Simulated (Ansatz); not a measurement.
C3H7AlF2, SMILES `C[CH](C)[Al]([F])[F]` at its PBE0-D4/def2-TZVP geometry, where that method's forces vanish. The species carries charge 0 and has multiplicity 1.

| atom | x (Å) | y (Å) | z (Å) |
| --- | --- | --- | --- |
| C1 | -1.139 | -0.702 | -0.621 |
| C2 | 0.142 | -0.344 | 0.134 |
| C3 | -0.148 | 0.485 | 1.386 |
| Al4 | 1.488 | 0.474 | -1.015 |
| F5 | 1.555 | 0.163 | -2.630 |
| F6 | 2.639 | 1.488 | -0.419 |
| H7 | -1.830 | -1.252 | 0.027 |
| H8 | -0.945 | -1.320 | -1.501 |
| H9 | -1.667 | 0.194 | -0.963 |
| H10 | 0.607 | -1.287 | 0.461 |
| H11 | -0.829 | -0.052 | 2.056 |
| H12 | -0.630 | 1.435 | 1.135 |
| H13 | 0.758 | 0.719 | 1.949 |

(1) For each bond, give half the difference of the two atoms' forces along it (eV/Å; positive pushes the atoms apart) under PBE-D4, r2SCAN-D4, B3LYP-D4, ωB97M-V in def2-TZVPP. (Estimate.)

## Answers

(1) Computed: 
```
  bond  length (Å)  PBE-D4  r2SCAN-D4  B3LYP-D4  ωB97M-V
 C1–C2       1.529    0.01       0.12      0.19     0.17
 C1–H7       1.096    0.12      -0.03     -0.08    -0.09
 C1–H8       1.092    0.09      -0.04     -0.08    -0.07
 C1–H9       1.094    0.10      -0.03     -0.06    -0.07
 C2–C3       1.529    0.01       0.12      0.18     0.17
C2–Al4       1.950   -0.17      -0.10     -0.07    -0.18
C2–H10       1.101    0.11      -0.02     -0.12    -0.12
C3–H11       1.096    0.12      -0.03     -0.08    -0.08
C3–H12       1.094    0.10      -0.03     -0.06    -0.07
C3–H13       1.092    0.09      -0.04     -0.08    -0.07
Al4–F5       1.646    0.36       0.04      0.09     0.11
Al4–F6       1.646    0.36       0.04      0.08     0.11
```

B3LYP here is the variant with VWN-RPA as its local correlation; programs differ in this.
